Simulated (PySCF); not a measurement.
Numbering as in the mapped SMILES `[CH3:1][C:2](=[O:3])[c:4]1[cH:5][cH:6][cH:7][c:8]([F:9])[cH:10]1`. Each H is labelled by its parent atom.

GIAO PBE0/pcSseg-1 shifts (PySCF 2.14.0 with density-fitted response routines, gas phase, non-relativistic, equivalent atoms averaged), each against references optimised in the same way as the molecule (TMS, H2O, CFCl3).

On the GFN2-xTB geometry: C2 199.4, C8 172.6, C4 142.1, C6 135.9, C5 130.5, C7 126.2, C10 121.7, C1 28.6, O3 654.7, F9 -115.2, H(C5) 8.43, H(C6) 7.80, H(C10) 7.73, H(C7) 7.55, H(C1) 2.66 ppm.

Q: What changes on the PBE0-D3(BJ)/def2-SVP geometry?

A: 
```tsv
atoms	δ (ppm)	change
C2	197.4	-2.0
C8	170.0	-2.6
C4	141.4	-0.7
C6	135.5	-0.4
C5	129.3	-1.2
C7	125.3	-0.9
C10	120.8	-0.9
C1	27.5	-1.1
O3	657.8	+3.1
F9	-111.3	+3.9
H(C5)	8.26	-0.17
H(C6)	7.59	-0.21
H(C10)	7.46	-0.27
H(C7)	7.31	-0.24
H(C1)	2.55	-0.11
```

Unscaled 19F shifts against computed CFCl3 carry errors that often reach 10 to 50 ppm.

Bonds between heavy atoms that differ most (equivalent bonds averaged): C8–F9 1.349 → 1.332 Å, C6–C7 1.385 → 1.395 Å, C2–C4 1.491 → 1.500 Å, C5–C6 1.382 → 1.390 Å, C8–C10 1.381 → 1.388 Å. Mean change of bonds to hydrogen: C–H +0.012 Å.
